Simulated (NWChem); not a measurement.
System meant: CaH2SO; SMILES [OH][Ca][SH]

Input file for NWChem:

```
start job
memory heap 200 mb stack 900 mb global 1100 mb
geometry units angstroms noautoz
  Ca     0.461061    -0.457799     0.338666
  O      0.295075    -2.399679    -0.025915
  H      0.149208    -3.319606    -0.248122
  S     -0.167231     2.075871     0.192122
  H     -1.231551     1.885944    -0.620795
end
basis spherical
  Ca library def2-svp
  O library def2-svp
  H library def2-svp
  S library def2-svp
end
dft
  xc pbe0
  iterations 4
  mulliken
end
task dft energy
```

End of the output:

```
    Atom       Charge   Shell Charges
 -----------   ------   -------------------------------------------------------
    1 Ca  20    19.52   2.00  2.00  1.89  0.27  0.05  5.99  5.81  0.61  0.32  0.59
    2 O    8     8.38   1.97  0.89  0.64  2.70  2.16  0.01
    3 H    1     0.93   0.57  0.18  0.19
    4 S   16    16.17   2.00  1.95  0.95  0.68  5.81  1.90  2.84  0.03
    5 H    1     1.01   0.61  0.32  0.09

 center of mass
 --------------
 x =   0.04234300 y =  -0.02853599 z =  -0.00004604

 moments of inertia (a.u.)
 ------------------
         918.834365152102           0.000000000000           0.000000000000
           0.000000000000          23.523173678642          -0.000000000000
           0.000000000000          -0.000000000000         942.357451667995

     Multipole analysis of the density
     ---------------------------------

     L   x y z        total         alpha         beta         nuclear
     -   - - -        -----         -----         ----         -------
     0   0 0 0     -0.000000    -23.000000    -23.000000     46.000000

     1   1 0 0      0.547942      0.273971      0.273971      0.000000
     1   0 1 0      1.443748      0.721874      0.721874      0.000000
     1   0 0 1      0.001304      0.000652      0.000652      0.000000

     2   2 0 0    -22.130434    -19.110015    -19.110015     16.089596
     2   1 1 0      1.327557      0.057772      0.057772      1.212013
     2   1 0 1     -0.005758      0.000350      0.000350     -0.006459
     2   0 2 0    -36.058848   -261.381513   -261.381513    486.704177
     2   0 1 1     -0.002889      0.005147      0.005147     -0.013182
     2   0 0 2    -25.823579    -12.911808    -12.911808      0.000036

 ------------------------------------------------------------------------
 dft energy failed                                                                                  0
 ------------------------------------------------------------------------
 ------------------------------------------------------------------------
  current input line :
    21: task dft energy
 ------------------------------------------------------------------------
 ------------------------------------------------------------------------
 This type of error is most commonly associated with calculations not reaching convergence criteria
 ------------------------------------------------------------------------
 For more information see the NWChem manual at https://nwchemgit.github.io

0:dft energy failed:Received an Error in Communication
```

Q: What is wrong, and how is it mended?

A: Convergence was not reached. Cause: the SCF was allowed too few iterations. This input runs:
```
start job
memory heap 200 mb stack 900 mb global 1100 mb
geometry units angstroms noautoz
  Ca     0.461061    -0.457799     0.338666
  O      0.295075    -2.399679    -0.025915
  H      0.149208    -3.319606    -0.248122
  S     -0.167231     2.075871     0.192122
  H     -1.231551     1.885944    -0.620795
end
basis spherical
  * library def2-svp
end
dft
  xc pbe0
  iterations 150
  mulliken
end
task dft energy
```
It converges to -1151.64254 Ha (PBE0/def2-SVP).
